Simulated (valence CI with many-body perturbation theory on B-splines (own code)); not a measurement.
# E1 line list for Ta²³⁺

Method: valence CI with perturbative core correlation (CI+MBPT): four valence electrons over a frozen Dirac-Fock core [Kr] 4d10, radial functions for each j: 7 s, 7 p, 7 d, 7 f, 4 g, 2 h, with the one-electron correlation potential Σ1 (screened to all orders), the two-electron term Σ2, the three-electron term Σ3, Breit, model QED; selected single and double excitations, second order for the rest, scaled by the run's own slope (own B-spline code, finite nucleus).

No measured spectrum was set against this ion. As an estimate, terms of the open shell hold to a few per cent of their energy, and close levels can change places.

Lines 101 to 150 of 313 in falling wavelength, among levels below 129.63 eV, chosen from the strongest by gf and those to the six lowest levels. Wavelengths and rates use the calculated energies, so an error of 2000 cm⁻¹ moves a line at 34.99 nm by 0.7 % and its rate by three times that or more. Electric multipoles are in the length gauge, E1 and E2 with the static RPA response of the core. Weak lines are less certain than strong ones. Lines between different terms over intervals too small for the method are left out, as are lines whose strength nearly cancels. Where a level lies close to another of its J and parity, the split of strength between their lines is uncertain. The highest levels of a list are the least certain.

Names give the largest LS component (configuration and term), which can be under half, so a name can repeat, a term be missing and a line seem to break the LS rules; names also repeat where a configuration has a term twice. Letters in brackets count levels of one name in rising energy.

```
λ vac (nm)            Upper             Lower   A (s⁻¹)  S (a.u.)
     34.99      4f3.5p 3D_1  4f3.5s 3S°_1 [b]  3.45e+06  2.19e-04
     34.96      4f3.5p 5G_3  4f3.5s 3D°_2 [b]  1.93e+07  2.85e-03
     34.92      4f3.5p 5K_6  4f3.5s 3I°_7 [a]  3.15e+06  8.60e-04
     34.91      4f3.5p 5I_5      4f3.5s 5G°_4  3.20e+07  7.40e-03
     34.88      4f3.5p 3D_1      4f3.5s 3P°_0  2.65e+06  1.66e-04
     34.88  4f3.5p 3H_4 [b]  4f3.5s 3D°_3 [a]  2.51e+07  4.73e-03
     34.78      4f3.5p 5G_3  4f3.5s 3D°_3 [a]  6.74e+05  9.80e-05
     34.77      4f3.5p 3D_1  4f3.5s 3D°_2 [a]  2.28e+07  1.42e-03
     34.77  4f3.5p 3H_4 [a]      4f3.5s 5F°_3  4.95e+06  9.23e-04
     34.72      4f3.5p 5H_6      4f3.5s 5G°_5  5.10e+07  1.37e-02
     34.63  4f3.5p 3H_4 [a]  4f3.5s 3G°_5 [a]  3.47e+07  6.41e-03
     34.58      4f3.5p 5G_2  4f3.5s 3G°_3 [b]  2.18e+07  2.23e-03
     34.57  4f3.5p 3H_4 [a]  4f3.5s 3H°_4 [a]  3.77e+06  6.92e-04
     34.46      4f3.5p 5H_6  4f3.5s 1H°_5 [a]  1.50e+07  3.93e-03
     34.36      4f3.5p 5K_7      4f3.5s 3K°_7  6.70e+07  2.01e-02
     34.33  4f3.5p 3H_4 [b]  4f3.5s 3G°_3 [c]  9.01e+06  1.62e-03
     34.24      4f3.5p 5G_3  4f3.5s 3G°_3 [c]  8.23e+06  1.14e-03
     34.22      4f3.5p 3I_5  4f3.5s 3G°_4 [a]  6.84e+05  1.49e-04
     34.19      4f3.5p 3I_5      4f3.5s 5G°_5  4.96e+06  1.08e-03
     34.15      4f3.5p 5K_7      4f3.5s 3K°_6  2.71e+06  7.99e-04
     33.94  4f3.5p 3H_4 [b]  4f3.5s 3G°_4 [a]  3.21e+07  5.58e-03
     33.93      4f3.5p 3I_5  4f3.5s 1H°_5 [a]  1.18e+08  2.50e-02
     33.92      4f3.5p 5K_7  4f3.5s 3H°_6 [a]  2.51e+07  7.27e-03
     33.91  4f3.5p 3H_4 [b]      4f3.5s 5G°_5  2.04e+06  3.53e-04
     33.89      4f3.5p 3I_5  4f3.5s 3F°_4 [a]  1.51e+08  3.20e-02
     33.89      4f3.5p 5H_6      4f3.5s 3K°_6  1.86e+07  4.65e-03
     33.85      4f3.5p 5G_3  4f3.5s 3G°_4 [a]  7.58e+06  1.02e-03
     33.80      4f3.5p 5G_3  4f3.5s 3D°_2 [a]  6.80e+07  9.07e-03
     33.78      4f3.5p 5I_5      4f3.5s 5F°_4  1.99e+07  4.17e-03
     33.67      4f3.5p 5H_6  4f3.5s 3H°_6 [a]  2.20e+06  5.40e-04
     33.66  4f3.5p 3H_4 [b]  4f3.5s 1H°_5 [a]  7.43e+07  1.26e-02
     33.62  4f3.5p 3H_4 [b]  4f3.5s 3F°_4 [a]  7.89e+05  1.33e-04
     33.53      4f3.5p 5G_3  4f3.5s 3F°_4 [a]  3.31e+07  4.31e-03
     33.47      4f3.5p 5G_2  4f3.5s 3G°_3 [a]  9.85e+06  9.12e-04
     33.44      4f3.5p 5G_2  4f3.5s 3S°_1 [a]  8.37e+07  7.73e-03
     33.38      4f3.5p 3I_5      4f3.5s 3K°_6  3.48e+06  7.03e-04
     33.38      4f3.5p 5K_5  4f3.5s 3I°_5 [a]  5.90e+08  1.19e-01
     33.27      4f3.5p 5K_6  4f3.5s 3G°_5 [a]  6.80e+07  1.61e-02
     33.26      4f3.5p 5H_6      4f3.5s 5F°_5  3.89e+05  9.17e-05
     33.20  4f3.5p 3H_4 [b]  4f3.5s 3G°_3 [b]  3.12e+07  5.07e-03
     33.15      4f3.5p 5K_6  4f3.5s 3I°_6 [a]  2.13e+08  4.98e-02
     33.12      4f3.5p 5G_3  4f3.5s 3G°_3 [b]  1.86e+08  2.33e-02
     32.99      4f3.5p 5G_2  4f3.5s 3F°_2 [a]  5.19e+08  4.60e-02
     32.95      4f3.5p 3D_1  4f3.5s 3S°_1 [a]  1.62e+07  8.56e-04
     32.95      4f3.5p 5K_7  4f3.5s 3I°_7 [a]  2.79e+07  7.38e-03
     32.85      4f3.5p 5I_5  4f3.5s 3G°_5 [a]  3.15e+07  6.06e-03
     32.81      4f3.5p 5K_5      4f3.5s 5I°_6  2.14e+07  4.10e-03
     32.81      4f3.5p 5I_5  4f3.5s 3H°_4 [a]  2.17e+08  4.15e-02
     32.77      4f3.5p 3I_5      4f3.5s 5F°_5  2.69e+07  5.14e-03
     32.73      4f3.5p 5I_5  4f3.5s 3I°_6 [a]  8.17e+08  1.55e-01
```
